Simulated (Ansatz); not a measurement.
Consider the formal exchange of groups at the Si–O bond: `[SiH3]OC([SiH3])S` + `[NH2][AlH2]` → `[NH2][AlH][SiH3]` + `OC([SiH3])S`.

Calculated with Ansatz (gas phase, PBE0-D4/def2-TZVP geometries, no zero-point term in ΔE). CBS: MP2 limit from def2 TZ/QZ plus the TZ coupled-cluster correction, frozen cores. This one scheme is used for every species. DFT in def2-TZVPP. B3LYP here is the variant with VWN-RPA as its local correlation; programs differ in this. One conformer a species, not always the lowest.

| level | ΔE (kJ/mol) | difference from CCSD(T)/CBS |
| --- | --- | --- |
| r2SCAN-D4 | 88.2 | -5.0 |
| PBE0-D4 | 77.0 | -16.2 |
| B3LYP-D4 | 97.2 | 4.0 |
| PBE | 65.8 | -27.4 |
| r2SCAN | 86.7 | -6.5 |
| PBE0 | 72.5 | -20.7 |
| B3LYP | 88.9 | -4.3 |
| HF/def2-TZVPP | 108.9 | 15.7 |
| MP2/def2-TZVPP | 104.4 | 11.2 |
| SCS-MP2/def2-TZVPP | 105.8 | 12.6 |
| CCSD(T)/def2-TZVPP | 92.9 | -0.3 |
| MP2/def2-QZVPP | 105.1 | 11.9 |
| SCS-MP2/def2-QZVPP | 106.2 | 13.0 |
| HF/CBS(def2) | 110.5 | 17.3 |
| MP2/CBS(def2) | 104.7 | 11.5 |
| CCSD/CBS(def2) | 94.2 | 1.0 |
| CCSD(T)/CBS | 93.2 | 0 |

Largest T1 diagnostic among the species: 0.013.

The D4 term adds +8.3 kJ/mol with B3LYP and +4.5 kJ/mol with PBE0; it sums over pairs of atoms, weighted by their polarisabilities, and B3LYP, whose exchange is more repulsive, gets the larger term. From PBE to PBE0 (25 % exact exchange), in def2-TZVPP and without D4, ΔE moves by +6.6 kJ/mol.
